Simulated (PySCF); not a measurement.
triaminosilyl (H₆N₃Si), SMILES N[Si](N)N, multiplicity 2. Geometry optimised at PBE-D3(BJ)/def2-SVP. The values are those of a single conformer.

The numbers are results of PBE-D3(BJ)/def2-SVP in PySCF, not measurements.

Harmonic wavenumbers (cm⁻¹): 171, 171, 258, 258, 304, 380, 450, 450, 485, 703, 775, 775, 798, 845, 845, 1481, 1481, 1484, 3455, 3457, 3457, 3559, 3559, 3560. Rotational constants (GHz): 6.258, 6.258, 3.542; symmetry number 3.

Problem. Work out the zero-point energy and the ideal-gas rigid-rotor harmonic-oscillator thermochemistry at 298.15 K and 1 atm.

Solution. ZPE = ½ Σ hcν = ½ × 33161 cm⁻¹ = 47.41 kcal/mol. H − E(el) = 52.40 kcal/mol. Entropy in cal/(mol K): translation 38.91, rotation 23.07, vibration 14.28, spin 1.38, total 77.63. G − E(el) = 29.26 kcal/mol. Cp = 26.65 cal/(mol K).
